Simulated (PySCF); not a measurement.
## Static response to an electric field

C₇H₆OS.
Structure used (GFN2-xTB), in Å, numbered top down from 1:
```xyz
15
C7H6OS angstrom
C      2.7110   -0.8277    0.0920
C      1.8575    0.0074   -0.4935
C      0.4414    0.0704   -0.1834
C     -0.4140    0.9316   -0.7970
C     -1.8026    0.9646   -0.4655
S     -2.8676    1.9981   -1.1923
C     -2.1995    0.0268    0.5494
C     -1.2854   -0.7881    1.1015
O      0.0162   -0.7973    0.7706
H      3.7540   -0.8405   -0.1700
H      2.3892   -1.5218    0.8497
H      2.1851    0.7021   -1.2531
H     -0.0496    1.6095   -1.5518
H     -3.2314   -0.0100    0.8549
H     -1.5087   -1.5172    1.8668
```

Level: CAM-B3LYP/def2-SVPD (PySCF), static field, nuclei fixed, core orbitals frozen in the response. The polarisability tensor in these axes (au):

```
x   168.85 -47.73  18.87
y   -47.73 111.84 -34.18
z    18.87 -34.18  92.07
```

Question: Diagonalise the tensor; give its mean and Δα, where Δα² is half the sum of the squared differences of the eigenvalues.

Answer: Principal values 63.80, 102.99 and 205.97 au; mean 124.25 au = 18.41 Å³ = 20.49 × 10⁻⁴⁰ C²·m²/J; Δα = 127.18 au (102 % of the mean).

Question: What is the dipole moment, and where does it point?

Answer: (3.68, -3.10, 2.04) D, 5.23 D in size, pointing from the negative to the positive side. Measured along this direction, the outermost atoms are S6 at the negative end and H10 at the positive end.

Question: What are the principal values of the traceless quadrupole moment, Θ = ½Σq(3rr − r²1), about the centre of nuclear charge?

Answer: -11.36, -3.42, 14.78 D·Å. The values depend on the origin, since the dipole doesn't vanish. The electronic extent ⟨r²⟩ about the same centre is 1567 bohr², a root-mean-square distance of 2.47 Å for the 72 electrons.

Question: Rayleigh depolarisation ratio (linearly polarised light, static tensor)?

Answer: ρ = 3Δα²/(45ᾱ² + 4Δα²) = 48527.9/(694745 + 64703.9) = 0.0639.

Question: Form Σ f/ω² (atomic units) for the 8 lowest TDDFT singlets, given as eV and f, and set it beside the mean polarisability, which is this sum over all singlets: 2.43, 0.0000; 3.97, 0.5169; 4.36, 0.0009; 4.55, 0.0575; 5.02, 0.2133; 5.93, 0.0399; 6.09, 0.0008; 6.34, 0.4563.

Answer: They add up to 41.86 au, 33.7 % of the 124.25 au; the largest single term is 24.23 au, from the state at 3.97 eV. Terms in order: 0.00, 24.23, 0.03, 2.05, 6.27, 0.84, 0.02, 8.41 au. Higher excitations give the rest. The strengths listed sum to 1.286.

Question: Molar refractivity from α?

Answer: Lorentz–Lorenz: R = (4π/3)N_A α = 2.5225 cm³/(mol·Å³) × 18.41 Å³ = 46.4 cm³/mol, in the limit of long wavelengths.

Question: Find the Langevin capture rate constant for H3+ (3.023 u) meeting this molecule (138.014 u), k = 2.342 × 10⁻⁹ cm³/s × √(α in Å³ / reduced mass in u).

Answer: The reduced mass is 2.96 u, so k = 5.84 × 10⁻⁹ cm³/s. The formula leaves out the permanent dipole, which adds to the capture rate.

Isolated species at its GFN2-xTB geometry (one conformer only).

The run behind these numbers computed excited states as well. The run took 59 s of wall time on one thread of an Arm Neoverse V2 (shared host).
